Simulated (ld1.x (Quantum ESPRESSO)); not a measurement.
## C, TM: configuration errors across variants

```json
{
 "Element": "C",
 "Generator": "ld1.x (Quantum ESPRESSO) 7.5",
 "Type": "norm-conserving Troullier–Martins (Kleinman–Bylander form)",
 "Functional": "PBE",
 "Relativity": "non-relativistic",
 "Frozen core": "[He]",
 "Valence charge": "4",
 "Reference configuration": "2s2 2p2",
 "Partial waves": "2s (bound): rc 1.10 bohr; 3d channel at 0.4 Ry: rc 3.35 bohr; 2p (bound): rc 3.20 bohr",
 "Local potential": "the p channel",
 "Core correction": "Bessel-smoothed model core inside 1.05 bohr"
}
```

All-electron excitation energies from the reference (eV): (1) 2s2 2p1 10.865; (2) 2s2 2p0 35.025; (3) 2s1 2p0 83.198; (4) 2s2 2p1.5 3.965; (5) 2s1 2p3 8.463; (6) 2s2 2p2.3 -1.159; (7) 2s1 2p2 19.602.

2 further variants failed, have other tests or another functional or relativity, and are left out.

A true bound ghost makes a file unfit for plane-wave use even where its test errors are small: the radial tests pick states by their node count and pass the ghost by.

Errors AE − PS in meV (a dash: test not solved or not reliable):

| change | (1) | (2) | (3) | (4) | (5) | (6) | (7) | bound ghosts |
| --- | --- | --- | --- | --- | --- | --- | --- | --- |
| base | +142 | +1339 | +2578 | +17 | -47 | -1.0 | -224 | none |
| wave 3d channel at 0.4 Ry: rc 3.35 bohr becomes 3d channel at 0.4 Ry: rc 4.04 bohr | +142 | +1339 | +2578 | +17 | -47 | -1.0 | -224 | none |
| local potential all-electron potential smoothed inside 2.15 bohr (lloc = -1) | +152 | +1240 | +2329 | +23 | -46 | +2.3 | -187 | s |
| wave 3d channel at 0.4 Ry: rc 3.35 bohr becomes 3d channel at 2.29 Ry: rc 3.35 bohr | +142 | +1339 | +2578 | +17 | -47 | -1.0 | -224 | none |
| type ultrasoft; waves now 2s (bound): rcut 0.95, rcutus 1.10 bohr; 2s channel at -0.55 Ry: rcut 0.95, rcutus 1.10 bohr; 2p (bound): rcut 2.80, rcutus 3.20 bohr; 2p channel at 0.35 Ry: rcut 2.80, rcutus 3.20 bohr; 3d channel at 0.4 Ry: rcut 2.90, rcutus 3.35 bohr; 3d channel at 1.85 Ry: rcut 2.90, rcutus 3.35 bohr; local potential all-electron potential smoothed inside 2.95 bohr (lloc = -1); augmentation built from norm-conserving waves at rcut, not smoothed further | -26 | +935 | +1842 | -35 | -32 | -22 | -413 | not determined |
| core correction Bessel-smoothed model core inside 0.66 bohr | +143 | +1350 | +2622 | +17 | -48 | -1.0 | -223 | none |
| all radii but the core radius scaled by about 1.08 (s 1.18, p 3.46, d 3.62 bohr) | +196 | +1700 | +3228 | +26 | -64 | -0.4 | -264 | none |

**Question.** Give the same row for: wave 2s (bound): rc 1.10 bohr becomes 2s (bound): rc 1.18 bohr.

**Answer.** +142, +1340, +2580, +17, -47, -1.0, -224; bound ghosts: none.
